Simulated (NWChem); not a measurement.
System meant: CH₃F₂NbS; SMILES [CH3][Nb]([F])([F])=[S]

NWChem input:

```
start job
memory heap 200 mb stack 900 mb global 1100 mb
geometry units angstroms noautoz
  Nb     0.008928    -0.154296     0.000000
  S     -0.102204     1.975359     0.000000
  F      0.753778    -0.767414     1.585896
  F      0.753778    -0.767414    -1.585896
  C     -2.025167    -0.753611     0.000000
  H     -2.549234    -0.375649    -0.893279
  H     -2.053844    -1.859142     0.000000
  H     -2.549234    -0.375649     0.893279
end
basis spherical
  * library def2-svp
end
ecp
  Nb library def2-ecp
end
dft
  xc b3lyp
  iterations 4
  mulliken
end
task dft energy
```

End of the output:

```
    Atom       Charge   Shell Charges
 -----------   ------   -------------------------------------------------------
    1 Nb  13    13.08   0.01  1.05  0.87  0.34  0.12  5.55  0.91  0.35  2.49  1.24  0.16
    2 S   16    15.69   2.00  1.96  0.98  0.65  5.81  1.87  2.38  0.04
    3 F    9     9.12   1.98  1.03  0.76  3.21  2.15  0.01
    4 F    9     9.12   1.98  1.03  0.76  3.21  2.15  0.01
    5 C    6     6.21   1.97  0.59  0.33  1.92  1.36  0.04
    6 H    1     0.92   0.61  0.24  0.07
    7 H    1     0.93   0.61  0.25  0.07
    8 H    1     0.92   0.61  0.24  0.07

 center of mass
 --------------
 x =   0.10027732 y =   0.01860940 z =   0.00000000

 moments of inertia (a.u.)
 ------------------
         917.739157033277           0.000000000000           0.000000000000
           0.000000000000         661.576340296841           0.000000000000
           0.000000000000           0.000000000000         885.294524773441

     Multipole analysis of the density
     ---------------------------------

     L   x y z        total         alpha         beta         nuclear
     -   - - -        -----         -----         ----         -------
     0   0 0 0      0.000000    -28.000000    -28.000000     56.000000

     1   1 0 0     -0.542213      1.845056      1.845056     -4.232324
     1   0 1 0      0.341968      5.752893      5.752893    -11.163817
     1   0 0 1      0.000000      0.000000      0.000000      0.000000

     2   2 0 0    -37.326094   -111.052248   -111.052248    184.778401
     2   1 1 0     -0.897177      6.234516      6.234516    -13.366210
     2   1 0 1     -0.000000     -0.000000     -0.000000      0.000000
     2   0 2 0    -39.606704   -161.574699   -161.574699    283.542694
     2   0 1 1     -0.000000     -0.000000     -0.000000      0.000000
     2   0 0 2    -41.775773   -104.570574   -104.570574    167.365374

 ------------------------------------------------------------------------
 dft energy failed                                                                                  0
 ------------------------------------------------------------------------
 ------------------------------------------------------------------------
  current input line :
    24: task dft energy
 ------------------------------------------------------------------------
 ------------------------------------------------------------------------
 This type of error is most commonly associated with calculations not reaching convergence criteria
 ------------------------------------------------------------------------
 For more information see the NWChem manual at https://nwchemgit.github.io

0:dft energy failed:Received an Error in Communication
```

What is wrong, and how is it mended?

Convergence was not reached. Cause: the SCF was allowed too few iterations. This input runs:
```
start job
memory heap 200 mb stack 900 mb global 1100 mb
geometry units angstroms noautoz
  Nb     0.008928    -0.154296     0.000000
  S     -0.102204     1.975359     0.000000
  F      0.753778    -0.767414     1.585896
  F      0.753778    -0.767414    -1.585896
  C     -2.025167    -0.753611     0.000000
  H     -2.549234    -0.375649    -0.893279
  H     -2.053844    -1.859142     0.000000
  H     -2.549234    -0.375649     0.893279
end
basis spherical
  Nb library def2-svp
  S library def2-svp
  F library def2-svp
  C library def2-svp
  H library def2-svp
end
ecp
  Nb library def2-ecp
end
dft
  xc b3lyp
  iterations 150
  mulliken
end
task dft energy
```
It converges to -694.68511 Ha (B3LYP/def2-SVP with def2 effective core potentials on Nb).
